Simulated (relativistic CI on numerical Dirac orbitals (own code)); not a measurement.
## Er¹⁹⁺: q coefficients and field-shift factors

Computed by Dirac-Coulomb-Breit CI, KLI orbitals optimised for each configuration, derivatives by finite differences, unscaled Slater integrals, QED left out (own radial code, finite nucleus).

Configurations in the expansion (outside the closed core [Kr] 4d10): 4f³, 4f²5s, 4f5s², 4f²5p, 4f5s5p, 4f5p², 4f5s5d, 4f²5d. Levels of other configurations are missing.

With x = (α/α₀)² − 1 an excitation energy changes as ω = ω₀ + qx; K = 2q/ω₀ is the relative enhancement. Terms are leading LS components, so labels can repeat. The field-shift factor is F = δν/δ⟨r²⟩ for the transition from the lowest level.

Lowest level 4f³ ⁴I°9/2.

```csv
Level,ω₀ (cm⁻¹),q (cm⁻¹),K,F (GHz/fm²)
4f³ ⁴I°11/2,8991.3,9763,2.17,0.357
4f³ ⁴I°13/2,17690.6,17700,2,0.66
4f³ ⁴I°15/2,26016.1,24110,1.85,0.914
4f³ ⁴F°3/2,30843.7,2336,0.151,0.291
4f³ ²H°9/2,32524.9,6288,0.387,0.427
4f³ ⁴F°5/2,36454.8,9541,0.523,0.549
4f³ ⁴S°3/2,39326.9,10950,0.557,0.608
4f³ ⁴F°7/2,39633.7,11220,0.566,0.624
4f³ ⁴F°9/2,45638.0,19180,0.841,0.906
4f³ ⁴G°5/2,46508.2,4812,0.207,0.485
4f³ ²H°11/2,47009.3,19620,0.835,0.931
4f³ ⁴G°7/2,48241.3,13090,0.543,0.741
4f³ ²K°13/2,50826.7,12010,0.472,0.735
4f³ ⁴G°7/2,55303.0,17060,0.617,0.912
4f³ ²D°3/2,57963.8,14130,0.487,0.843
4f³ ⁴G°9/2,58030.8,18790,0.648,0.985
4f³ ²K°15/2,58833.6,17520,0.595,0.961
4f³ ²P°1/2,62995.9,12560,0.399,0.835
4f³ ²G°9/2,65071.1,29890,0.919,1.37
4f³ ⁴G°11/2,65334.2,22400,0.686,1.15
4f³ ²D°5/2,66313.0,17760,0.536,1.01
4f³ ²I°11/2,75861.8,12130,0.32,0.92
4f³ ⁴D°3/2,75927.9,8481,0.223,0.808
```

At this charge energies of transitions that change n are usually good to better than 1 %, and those within a shell (Δn = 0) to a few per cent. Terms inside the open d or f shell come out 10 to 20 % too wide with unscaled integrals.
